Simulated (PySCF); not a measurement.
C3H5, charge +1, multiplicity 1. Atoms are numbered in the order given.

```xyz
8

C      0.0000    -1.1908     0.2117
C      0.0000     0.0000    -0.4954
C      0.0000     1.1908     0.2117
H      0.0000    -2.1599    -0.2965
H      0.0000    -1.1960     1.3065
H      0.0000     0.0000    -1.5877
H      0.0000     2.1599    -0.2965
H      0.0000     1.1960     1.3065
```
Charge +1, spin multiplicity 1.

Geometry optimised at PBE-D3(BJ)/def2-TZVP. The multiplicity is an assumed one; other spin states were not compared. The isomer is the one that the SMILES or the coordinates give; other isomers of the formula were not compared.

Computed with PBE-D3(BJ)/def2-TZVP (PySCF).

Frequencies are harmonic and unscaled.

| mode | ν (cm⁻¹) | IR (km/mol) | moving atoms (share of kinetic energy) |
|---|---|---|---|
| 1 | 279 | 9.2 | H 74 %, C 26 % |
| 2 | 425 | 0.3 | C 53 %, H 47 % |
| 3 | 581 | 0.0 | H 100 % |
| 4 | 924 | 1.9 | H 86 %, C 14 % |
| 5 | 1013 | 34.7 | H 86 %, C 14 % |
| 6 | 1026 | 1.1 | H 54 %, C 46 % |
| 7 | 1113 | 23.8 | H 67 %, C 33 % |
| 8 | 1116 | 0.0 | H 74 %, C 26 % |
| 9 | 1266 | 27.6 | H 79 %, C 21 % |
| 10 | 1276 | 3.8 | C 58 %, H 42 % |
| 11 | 1403 | 82.2 | H 83 %, C 17 % |
| 12 | 1499 | 12.6 | H 69 %, C 31 % |
| 13 | 1575 | 150.3 | C 77 %, H 23 % |
| 14 | 3063 | 1.2 | H 95 % |
| 15 | 3065 | 11.2 | H 95 % |
| 16 | 3122 | 5.3 | H 91 %, C 9 % |
| 17 | 3168 | 9.4 | H 89 %, C 11 % |
| 18 | 3170 | 21.3 | H 89 %, C 11 % |
